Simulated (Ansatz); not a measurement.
CH5InSi, relaxed with RKS PBE0-D4/def2-TZVP in Ansatz 0.2.0 from a PBE-D4/def2-SVP geometry. The force threshold is 0.005 eV/Å; the program also tests the step.

Charge 0, multiplicity 1. In: def2 effective core potential. The bonds changed during the relaxation, so this is another structure than the one it started from.

Start:

```xyz
8

C    -0.396    0.916   -0.115
Si    0.582   -0.270   -0.979
In    0.118   -1.575    1.412
H    -1.497    0.918   -0.155
H     0.049    1.673    0.552
H     2.062   -0.084   -1.099
H    -0.025   -1.104   -2.065
H    -0.894   -0.473    2.448
```

Question: How much energy does the relaxation release, and in how many steps? (An estimate is asked.)

Answer: Ansatz gave: 4.80 kJ/mol, in 6 steps.

Question: Which bonds change most? (An estimate is asked.)

Answer: Computed: Si2–In3 from 2.763 to 2.681 Å; In3–H8 from 1.820 to 1.771 Å; C1–Si2 from 1.764 to 1.741 Å; Si2–H6 from 1.497 to 1.479 Å.

Question: Give the relaxed structure. (An estimate is asked.)

Answer: Ansatz gave: 
```xyz
8

C    -0.387    0.919   -0.134
Si    0.577   -0.258   -0.980
In    0.088   -1.465    1.364
H    -1.469    0.941   -0.202
H     0.051    1.684    0.498
H     2.044   -0.100   -1.085
H    -0.018   -1.108   -2.034
H    -0.885   -0.613    2.573
```
